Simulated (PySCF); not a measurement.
All values below come from B3LYP-D3(BJ)/def2-TZVP // BP86-D3(BJ)/def2-SVP (PySCF). All species are isolated molecules in the gas phase. One relaxed conformer stands for a flexible species; it need not be the lowest. B3LYP has the VWN-RPA correlation part, as in Gaussian. 

Reference species: [Zn(CH3)2] (neutral, multiplicity 1).

```yaml
LUMO: -0.10 eV
charge on the central atom (Mulliken): 0.39 e
```

Changed species: [Zn(H)2] (2 of 2 CH3 replaced by H; the reference has 0 of 2 CH3 replaced by H).

Task: Give the shifts of the LUMO and charge on the central atom (Mulliken).

Result: the LUMO falls by 0.86 eV, to -0.96 eV; the charge on the central atom (Mulliken) drops by 0.25 e, to 0.14 e.
